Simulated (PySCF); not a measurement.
C3H6BFO, SMILES C=CB(F)CO. Coordinates come from a PBE-D3(BJ)/def2-SVP optimisation. This is a generated structure with no PubChem entry under its InChIKey; it may be hypothetical. Other conformers were not sampled.

The numbers are results of PBE-D3(BJ)/def2-SVP in PySCF, not measurements.

Harmonic wavenumbers (cm⁻¹): 89, 96, 153, 236, 294, 369, 418, 491, 532, 692, 830, 978, 980, 1031, 1036, 1113, 1138, 1231, 1264, 1327, 1349, 1376, 1390, 1633, 2872, 2960, 3052, 3081, 3148, 3714. Rotational constants (GHz): 5.247, 2.382, 1.665; symmetry number 1.

Problem. Work out the zero-point energy and the ideal-gas rigid-rotor harmonic-oscillator thermochemistry at 298.15 K and 1 atm.

Solution. ZPE = ½ Σ hcν = ½ × 38873 cm⁻¹ = 55.57 kcal/mol. H − E(el) = 60.81 kcal/mol. Entropy in cal/(mol K): translation 39.33, rotation 27.14, vibration 17.51, total 83.98. G − E(el) = 35.78 kcal/mol. Cp = 26.98 cal/(mol K). Modes under 150 cm⁻¹ make the vibrational entropy uncertain.
